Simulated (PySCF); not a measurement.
Simulated C 1s region for `CC[Si](Br)(Br)CC` (SiEt2Br2), binding energy against the vacuum level.

Every computed line was given a Gaussian of 1.0 eV full width at half maximum and an area set by the number of equivalent atoms; the highest printed point is 100. Computed with delta-SCF UKS SCAN, pcX-2 on the ionised atom, pcseg-1 elsewhere, spin-free X2C in PySCF 2.14.0.

| binding energy (eV) | intensity |
| --- | --- |
| 289.0 | 0 |
| 289.1 | 0 |
| 289.2 | 1 |
| 289.3 | 1 |
| 289.4 | 2 |
| 289.5 | 4 |
| 289.6 | 7 |
| 289.7 | 12 |
| 289.8 | 19 |
| 289.9 | 27 |
| 290.0 | 38 |
| 290.1 | 51 |
| 290.2 | 65 |
| 290.3 | 78 |
| 290.4 | 89 |
| 290.5 | 97 |
| 290.6 | 100 |
| 290.7 | 98 |
| 290.8 | 92 |
| 290.9 | 82 |
| 291.0 | 69 |
| 291.1 | 55 |
| 291.2 | 42 |
| 291.3 | 31 |
| 291.4 | 21 |
| 291.5 | 14 |
| 291.6 | 9 |
| 291.7 | 5 |
| 291.8 | 3 |
| 291.9 | 2 |
| 292.0 | 1 |
| 292.1 | 0 |
| 292.2 | 0 |

Question: How many maxima does the curve show, and how many computed lines lie under it?

Answer: The curve has 1 maximum (at 290.6 eV). Under it lie 2 lines from 2 inequivalent carbon sites. At this width some lines have no maximum of their own.

Question: Decompose the envelope and assign each component. Bonds: Si1–C2, Si1–C9, Si1–Br16, Si1–Br17, C2–C3, C9–C10. Hydrogens: H4, H5 on C2; H6, H7, H8 on C3; H11, H12 on C9; H13, H14, H15 on C10.

Answer: 
| position (eV) | relative area | line | atoms | environment |
| --- | --- | --- | --- | --- |
| 290.49 | 2 | C 1s | C2/C9 | carbon bonded to C, Si and 2 H |
| 290.75 | 2 | C 1s | C3/C10 | carbon bonded to C and 3 H |

Question: What are the centre and the root-mean-square width of the whole band?

Answer: The area-weighted mean of the lines is 290.62 eV. Their own spread about it is 0.13 eV (rms) and each Gaussian has σ = 1.0/2.355 = 0.42 eV; the variances add, which gives 0.44 eV.

Question: Above which line width would these two lines show one maximum?

Answer: Two equal Gaussians merge once their distance is under 2σ = FWHM/1.177. With 0.26 eV between them that is a full width over 0.31 eV.

Lowest listed C 1s: C2/C9, bonded to C, 2 H and Si. Highest, 0.26 eV above it: C3/C10, bonded to C and 3 H.

The curve has no shake-up lines and no vibrational structure. The first atom of each set that the bonding makes equivalent was ionised and stands for the set. Geometry: PBE0-D3(BJ)/def2-SVP, one conformer, isolated molecule.
